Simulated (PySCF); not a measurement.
Species: 4-methoxypyridine, C6H7NO.
Z-matrix (Å and degrees, GFN2-xTB geometry), rows numbered from 1:
```
C 
O   1  1.4088
C   2  1.3531  1  118.69
C   3  1.3982  2  116.62  1   179.57
C   4  1.3797  3  118.64  2   179.85
N   5  1.3249  4  123.73  3     0.13
C   6  1.3194  5  117.42  4    -0.04
C   7  1.3863  6  124.27  5    -0.05
H   1  1.0944  2  111.48  3    61.79
H   1  1.0886  2  105.66  3  -179.62
H   1  1.0945  2  111.43  3   -60.92
H   4  1.0777  3  119.39  2    -0.10
H   5  1.0819  4  120.70  3  -179.84
H   7  1.0822  6  115.54  5   179.99
H   8  1.0779  3  122.09  2     0.00
```

Computed, not measured: wB97X-D/def2-SVPD in PySCF (dipole) on a GFN2-xTB geometry, gas phase.

Masses are those of the commonest isotopes; rigid-rotor values at the optimised geometry. The values belong to one conformer with, in the numbering `[CH3:1][O:2][c:3]1[cH:4][cH:5][n:6][cH:7][cH:8]1`, C1–O2–C3–C4 180°.

Problem. What are A, B and C (GHz)?

Solution. Ia = 94.03, Ib = 321.11, Ic = 411.92 u·Å²; 505379 MHz·u·Å²/I gives 5375, 1574 and 1227 MHz, that is A = 5.3746, B = 1.5738, C = 1.2269 GHz.

Problem. What kind of rotor is it?

Solution. An asymmetric top; Ray's κ = -0.833.

Problem. Is it planar, by Δ = Ic − Ia − Ib?

Solution. Not planar: Δ = Ic − Ia − Ib = -3.22 u·Å². For a rigid frame Δ = −2 Σ m c², so Σ m c² = 1.61 u·Å² lies off the ab plane, practically all of it from hydrogen. The atom farthest from that plane is 0.90 Å away.

Problem. Give the other two planar moments, Paa and Pbb, and the rms extents of the mass along the axes.

Solution. Paa = Σ m a² = (Ib + Ic − Ia)/2 = 319.50 and Pbb = Σ m b² = (Ia + Ic − Ib)/2 = 92.42 u·Å². With the mass M = 109.05 u, the rms extents √(P/M) along a, b and c are 1.71, 0.92, 0.12 Å.

Problem. Give the coordinates in the principal-axis frame, origin at the centre of mass.

Solution. The sense of each axis is arbitrary; atoms in the order of the calculation.
```csv
atom,mass (u),a (Å),b (Å),c (Å)
C1,12.000,2.786,-0.411,0.003
O2,15.995,1.804,0.599,-0.004
C3,12.000,0.501,0.238,-0.001
C4,12.000,-0.437,1.275,0.001
C5,12.000,-1.779,0.953,0.001
N6,14.003,-2.237,-0.290,0.000
C7,12.000,-1.349,-1.265,0.000
C8,12.000,0.024,-1.071,-0.001
H9,1.008,2.721,-1.040,-0.890
H10,1.008,3.743,0.109,0.007
H11,1.008,2.710,-1.037,0.898
H12,1.008,-0.095,2.297,0.003
H13,1.008,-2.533,1.729,0.000
H14,1.008,-1.757,-2.268,0.000
H15,1.008,0.686,-1.922,-0.003
```

Problem. Which lines would a microwave search look for?

Solution. The dipole components are |μa| = 3.14 D, |μb| = 0.72 D, |μc| = 0.00 D; the mirror of this Cs structure is the ab plane, so μc vanishes by symmetry (the 0.01 D computed is a residue) and there are no c-type lines. The squared components, which scale the intensities, stand as 1.00 : 0.05 (a : b). Some lines, for components of 0.1 D or more:

| type | branch | J(Ka,Kc) | MHz | lower level (cm⁻¹) |
| --- | --- | --- | --- | --- |
| a | Q | 1(1,0) ← 1(1,1) | 347 | 0.220 |
| a | Q | 2(1,1) ← 2(1,2) | 1041 | 0.395 |
| b | R | 2(0,2) ← 1(1,1) | 1778 | 0.220 |
| a | R | 1(0,1) ← 0(0,0) | 2801 | 0.000 |
| b | Q | 1(1,0) ← 1(0,1) | 4148 | 0.093 |
| b | Q | 2(1,1) ← 2(0,2) | 4517 | 0.280 |
| b | R | 3(0,3) ← 2(1,2) | 4836 | 0.395 |
| b | Q | 3(1,2) ← 3(0,3) | 5113 | 0.557 |
| a | R | 2(1,2) ← 1(1,1) | 5255 | 0.220 |
| a | R | 2(0,2) ← 1(0,1) | 5579 | 0.093 |
| a | R | 2(1,1) ← 1(1,0) | 5948 | 0.232 |
| a | R | 3(1,3) ← 2(1,2) | 7868 | 0.395 |
| a | R | 3(0,3) ← 2(0,2) | 8312 | 0.280 |
| a | R | 3(2,1) ← 2(2,0) | 8492 | 0.811 |
| a | R | 3(1,2) ← 2(1,1) | 8908 | 0.430 |
| b | R | 2(1,2) ← 1(0,1) | 9055 | 0.093 |
| b | Q | 3(2,1) ← 3(1,2) | 11009 | 0.727 |
| b | R | 3(1,3) ← 2(0,2) | 11345 | 0.280 |
| b | Q | 2(2,0) ← 2(1,1) | 11425 | 0.430 |
| b | Q | 2(2,1) ← 2(1,2) | 12443 | 0.395 |
| b | Q | 3(2,2) ← 3(1,3) | 12977 | 0.658 |
| b | R | 2(2,1) ← 1(1,0) | 17351 | 0.232 |
| b | R | 2(2,0) ← 1(1,1) | 17720 | 0.220 |
| b | R | 3(2,2) ← 2(1,1) | 19804 | 0.430 |
| b | R | 3(2,1) ← 2(1,2) | 20958 | 0.395 |
| b | R | 3(3,1) ← 2(2,0) | 28264 | 0.811 |
| b | R | 3(3,0) ← 2(2,1) | 28288 | 0.811 |

Problem. Estimate the classical rotational partition function at 25 K, 50 K and 298.15 K.

Solution. Point group Cs, symmetry number σ = 1; q = (√π/σ)·√((kT/h)³/(ABC)), k/h = 20836.6 MHz/K: 6540 at 25 K, 18500 at 50 K, 269000 at 298.15 K.

Whether it is a minimum is left open (no frequencies). Constants of a rigid frame at the computed geometry: no zero-point averaging, no centrifugal distortion. A rigid rotor knows nothing of internal rotation, which can split or shift real lines. Quadrupole hyperfine structure (14N) is left out.
